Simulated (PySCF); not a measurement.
**Hg⁷⁸⁺ (mercury, charge +78): UHF calculation**

Configuration: 1s2, closed-shell 1S. All numbers are calculated (PySCF 2.14, scalar relativity by spin-free X2C-1e, in an uncontracted even-tempered set (16 s from 250 bohr⁻², ratio 2.2; 7 p from 380 bohr⁻², ratio 2.4; 4 d from 1100 bohr⁻², ratio 2.4; 3 f from 1700 bohr⁻², ratio 2.4; 3 g from 2600 bohr⁻², ratio 2.4)).

* Total energy: -6998.555434 hartree
* One-electron energy: -7060.1600 hartree
* Hartree (Coulomb) energy: 123.2091 hartree
* Exchange energy: -61.6045 hartree
* ⟨S²⟩: 0.0000
* ⟨L²⟩: 0.000
* Sum of ⟨r⟩: 0.03129 bohr
* Sum of ⟨r²⟩: 0.0006911 bohr²

```tsv
shell	electrons	mean orbital energy (hartree)	rms radius, mean of both spins (bohr)
1s	2	-3468.47545	0.0186
```

Densities and radii are taken from the X2C orbitals without a picture-change correction, which distorts them close to the nucleus.
